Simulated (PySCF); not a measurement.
Compound: C₄H₅F₃O.
SMILES: `C(CCC(F)(F)F)=O`

The closed-shell SCF was solved with PySCF and density fitting under several settings on one GFN2-xTB geometry (grid level 2 and gas phase unless stated).

| settings | basis functions | SCF cycles | E (Eh) | HOMO (eV) | LUMO (eV) | dipole (D) |
| --- | --- | --- | --- | --- | --- | --- |
| PBE0/pcSseg-1 | 161 | 14 | -529.6052 | -7.89 | -0.92 | 3.48 |
| PBE0/def2-SVPD | 212 | 14 | -529.2861 | -7.97 | -1.12 | 3.56 |
| PBE0/Sadlej pVTZ | 237 | 14 | -529.8088 | -7.90 | -1.09 | 3.48 |

Task: Estimate the rows for these settings: (1) OPBE/pcSseg-1, IEF-PCM cyclohexane; (2) LDA/STO-3G, IEF-PCM acetonitrile, grid level 3.

Result: 
| settings | basis functions | SCF cycles | E (Eh) | HOMO (eV) | LUMO (eV) | dipole (D) |
| --- | --- | --- | --- | --- | --- | --- |
| OPBE/pcSseg-1, IEF-PCM cyclohexane | 161 | 16 | -529.8893 | -6.09 | -1.87 | 3.52 |
| LDA/STO-3G, IEF-PCM acetonitrile, grid level 3 | 45 | 13 | -518.9503 | -2.57 | 1.24 | 2.12 |

Task: Over all rows, what range does the HOMO–LUMO gap span?

Result: From 3.81 eV (LDA/STO-3G, IEF-PCM acetonitrile, grid level 3) to 6.97 eV (PBE0/pcSseg-1). The functional of the narrowest has no exact exchange, that of the widest 25 % exact exchange.

Task: And the dipole moment?

Result: From 2.12 D (LDA/STO-3G, IEF-PCM acetonitrile, grid level 3) to 3.56 D (PBE0/def2-SVPD); the largest is 1.68 times the smallest, and the median is 3.48 D.

Task: Compare two rows with the functional PBE0: PBE0/pcSseg-1 and PBE0/def2-SVPD. Which energy is lower, and by how much?

Result: PBE0/pcSseg-1 (161 functions) lies 0.3191 Eh or 200 kcal/mol below PBE0/def2-SVPD (212 functions). The smaller set gives the lower energy; the two sets aren't nested, so the variational bound doesn't order them by size.

Whole jobs, the steps after the SCF included, on an Intel Xeon Platinum 8259CL at 2.50 GHz with one thread, on a shared host:

```json
{"settings": "PBE0/pcSseg-1", "work after the SCF": "shieldings, charges and field gradients", "wall time": "24 s", "peak memory": "0.73 GiB"}
{"settings": "PBE0/def2-SVPD", "work after the SCF": "6 singlets by full TDDFT, 2 Tamm–Dancoff triplets, polarisability", "wall time": "35 s", "peak memory": "0.86 GiB"}
{"settings": "PBE0/Sadlej pVTZ", "work after the SCF": "shieldings, charges and field gradients", "wall time": "52 s", "peak memory": "0.94 GiB"}
{"settings": "OPBE/pcSseg-1, IEF-PCM cyclohexane", "work after the SCF": "shieldings, charges and field gradients", "wall time": "24 s", "peak memory": "0.75 GiB"}
{"settings": "LDA/STO-3G, IEF-PCM acetonitrile, grid level 3", "work after the SCF": "25 singlets by full TDDFT, polarisability", "wall time": "4.6 s", "peak memory": "0.43 GiB"}
```

Cycle counts include a coarse-grid stage where the run had one. Geometry: GFN2-xTB, one conformer.

Conformer computed: `[O:1]=[CH:2][CH2:3][CH2:4][C:5]([F:6])([F:7])[F:8]`: O1–C2–C3–C4 15°, C2–C3–C4–C5 88°, C3–C4–C5–F6 -176°.
